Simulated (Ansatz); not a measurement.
Two isomers of C2H8FNSi: A = `NCC[SiH2]F`, B = `FCNC[SiH3]`.

Isolated molecules relaxed with PBE0-D4/def2-TZVP in Ansatz; ΔE leaves out vibrations. CCSD(T)/CBS is the MP2 limit (def2-TZVPP, def2-QZVPP) plus CCSD(T) − MP2 in def2-TZVPP, frozen cores. DFT in def2-TZVPP. B3LYP here is the variant with VWN-RPA as its local correlation; programs differ in this. One conformer a species, not always the lowest.

Task: Which is lower in electronic energy at CCSD(T)/CBS, and by how much? (An estimate is asked.)

Result: Computed: A, by 223.4 kJ/mol.

Task: Give E(B) − E(A) in kJ/mol with BLYP-D4, MP2/def2-TZVPP, B3LYP, B2PLYP, CCSD/def2-TZVPP, PBE0-D4, PBE-D4. (Best estimate.)

Result: Ansatz gave: BLYP-D4 200.5, MP2/def2-TZVPP 228.1, B3LYP 207.5, B2PLYP 215.2, CCSD/def2-TZVPP 219.1, PBE0-D4 206.7, PBE-D4 198.0. None reverses the order clearly.

Task: Does the order hold for the free energy at 298.15 K (harmonic terms from PBE0-D4)? (Best estimate.)

Result: The calculation gave: Yes: G(B) − G(A) = +217.0 kJ/mol, for one conformer each.

Largest T1 diagnostic: 0.011.

Leaving LDA and LC-ωPBE aside and taking each functional with its dispersion term where it has one, the values, not all of them listed here, spread over 21.6 kJ/mol, from revPBE-D4 to PBE-QIDH. LDA lies −3.9 kJ/mol from PBE without D4. At CCSD(T), def2-SVP lies −35.8 kJ/mol from the extrapolated value and def2-TZVPP −6.4 kJ/mol.
